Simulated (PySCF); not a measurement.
# Hg2I2 at several levels of theory

Computed with PySCF 2.14.0 (density fitting, no spin-orbit coupling) at the geometry relaxed with r2SCAN:

```xyz
4
Hg2I2 (singlet)
Hg    0.0000    0.0000    2.4902
Hg    0.0000    0.0000   -0.8177
I     2.6226    0.0000   -0.9292
I    -2.6226    0.0000   -0.9292
```

```csv
level,basis,state,HOMO (eV),gap (eV),charge on Hg1 (e),dipole about the centre of mass (D),largest force component (eV/Å)
r2SCAN,"Hg def2-SVP with ECP60, I def2-SVP with ECP28",singlet,-6.81,3.21,0.06,0.88,0.02
r2SCAN,"Hg def2-TZVP with ECP60, I def2-TZVP with ECP28",singlet,-6.83,3.31,0.04,0.80,0.30
r2SCAN,"Hg x2c-SVPall, I x2c-SVPall",singlet,-6.76,3.23,0.06,0.73,0.11
```

Charges are Mulliken's, which hang on the basis. The relaxation used the grid (50, 194), these runs (75, 302) or, all-electron (x2c bases, spin-free X2C Hamiltonian), (99, 590).

Order these levels, in the first row's basis, by the HOMO–LUMO gap they give here, smallest first.
A. PBE0
B. BLYP
C. BP86
D. M06-L

B (2.77 eV), C (2.81 eV), D (3.19 eV), A (4.56 eV).

And their other results?


```json
{"level": "BLYP", "state": "singlet", "HOMO (eV)": "-6.25", "gap (eV)": "2.77", "charge on Hg1 (e)": "0.05", "dipole about the centre of mass (D)": "0.66", "largest force component (eV/Å)": "0.59"}
{"level": "PBE0", "state": "singlet", "HOMO (eV)": "-7.49", "gap (eV)": "4.56", "charge on Hg1 (e)": "0.07", "dipole about the centre of mass (D)": "0.97", "largest force component (eV/Å)": "0.10"}
{"level": "BP86", "state": "singlet", "HOMO (eV)": "-6.60", "gap (eV)": "2.81", "charge on Hg1 (e)": "0.06", "dipole about the centre of mass (D)": "0.79", "largest force component (eV/Å)": "0.25"}
{"level": "M06-L", "state": "singlet", "HOMO (eV)": "-6.48", "gap (eV)": "3.19", "charge on Hg1 (e)": "0.06", "dipole about the centre of mass (D)": "0.98", "largest force component (eV/Å)": "0.42"}
```

In the first row's basis the gap widens with exact exchange: 2.8 to 3.2 eV for BLYP, BP86, M06-L, r2SCAN (none); 4.6 eV for PBE0 (a fixed share).

No frequency check is given that shows the relaxed geometry to be a minimum.
